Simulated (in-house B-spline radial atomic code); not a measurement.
Results of a calculation; reference values are marked as such.
**Correlation energy from the adiabatic connection: −Z exp(−kr)/r, Z = 3.64, k = 0.152**

Two electrons in a singlet, external potential −Z exp(−kr)/r, Z = 3.64, k = 0.152 (atomic units). Full CI in B-splines (partial waves to l = 8, correlation up to 0.6 % small) with the density held fixed gives W(λ) = <V_ee>_λ − U, and E_c is the integral of W(λ) − W(0) from 0 to 1.

```tsv
λ	W(λ) − W(0) (hartree)
0	0.00000
0.02	-0.00188
0.05	-0.00469
0.12	-0.01117
0.25	-0.02293
0.4	-0.03610
0.6	-0.05301
0.8	-0.06922
1	-0.08477
```

Integrate the table by the trapezoid rule.

The strips give -0.00002, -0.00010, -0.00056, -0.00222, -0.00443, -0.00891, -0.01222, -0.01540, which sum to -0.04385 hartree. The direct value, W(1) − W(0) + T_c with T_c = 0.04088, is -0.04389; the curve is convex, so chords lie above it and the trapezoids fall short in size by 0.10 %.

Now use only three numbers: W(0) = -2.0471, the initial slope W'(0) = -0.09433 (extrapolated from the first points) and the strong-coupling limit of the point-charge-plus-continuum model, W∞ = -2.9116. What do second-order theory and the interpolation W(λ) = W∞ + (W(0) − W∞)/√(1 + 2χλ) of Seidl, Perdew and Levy give?

Second order keeps the slope alone: E_c = W'(0)/2 = -0.04716, +7 % in size against -0.04389. Matching the slope fixes χ = W'(0)/(W∞ − W(0)) = -0.09433/(-0.86450) = 0.10912. Integrating, with s = √(1 + 2χ) = 1.103735, E_c = −(W(0) − W∞)(s − 1)/(s + 1) = −0.86450 × 0.103735/2.103735 = -0.04263 hartree, -2.9 % in size against the full result. At λ = 1 the formula gives W − W(0) = -0.08125 against -0.08477. Part of the miss can come from the model's W∞.
